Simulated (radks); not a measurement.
Results of a calculation; reference values are marked as such.
Problem. Coherent X-ray form factor from a spherical all-electron density. Code: a radial shooting solver on a logarithmic mesh with Libxc functionals. Model: scalar-relativistic Kohn-Sham, BLYP, spin-polarised, spherical densities, finite nucleus; Fermi nuclear charge, rms radius of each element as measured or else 0.836 A^(1/3) + 0.57 fm.

sin(theta)/lambda (1/angstrom)  f0 (electrons)
0.05                                    53.766
0.1                                     53.078
0.15                                    51.970
0.2                                     50.499
0.25                                    48.732
0.3                                     46.743
0.4                                     42.398
0.5                                     37.979
0.6                                     33.835
0.8                                     26.994
1                                       22.175
1.25                                    18.332
1.5                                     15.897
2                                       12.364

The species is in the configuration that NIST lists as its ground one. Which atom or ion scatters so?

Solution. The holmium ion Ho13+, [Kr] 4d10 4f6 5s2. Extrapolating in s^2 from the first two rows gives f0(0) = 54.0, near the electron count 54; among species with that count, the fall with angle is slower the higher Z, and the table is that of Z = 67; from so few rows the species is fixed only to a neighbour or two.
